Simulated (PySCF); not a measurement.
A GIAO shielding run with PySCF 2.14 (density fitting, non-relativistic, gas phase) on `S1[SiH2][C@@H](C(=C)C)[C@@H](F)SC1`, C6H11FS2Si:

```
$ OMP_NUM_THREADS=1 python probes_run.py task.json out

{"job": {"kind": "nmr", "xc": "PBE0", "basis": "pcSseg-1"}, "charge": 0, "multiplicity": 1}
C     -2.035758    -1.143295     0.760441
C     -1.575930    -0.015752     0.240803
C     -2.472693     0.984225    -0.422386
C     -0.123191     0.373697     0.244972
Si     0.741653    -0.219554    -1.359297
S      2.738090     0.579369    -1.299702
C      3.200736     0.097064     0.397434
S      2.194528     0.797730     1.731841
C      0.635050    -0.131383     1.460713
F      0.940116    -1.464731     1.345713
H     -3.085203    -1.382666     0.732543
H     -1.401728    -1.871074     1.233736
H     -2.117381     1.203084    -1.428442
H     -2.476523     1.918150     0.139668
H     -3.491656     0.612637    -0.483247
H     -0.063740     1.466708     0.283171
H      0.153693     0.417893    -2.524383
H      0.783171    -1.674971    -1.404247
H      4.207917     0.470930     0.561850
H      3.178662    -0.986427     0.483895
H      0.061270    -0.014690     2.387371
```

Hardware: 1 thread of an Arm Neoverse N1, shared host. The job also computes population analyses, field gradients, ring-centre shieldings.

**Question.** How large is the calculation?

**Answer.** 102 electrons, 246 basis functions and 1344 auxiliary functions.

**Question.** How long does it take, and how much memory does it need?

**Answer.** 110 s of wall time, with 14 SCF cycles and 5 response iterations; peak memory 1.1 GiB. Times on a shared host scatter by some tens of per cent.
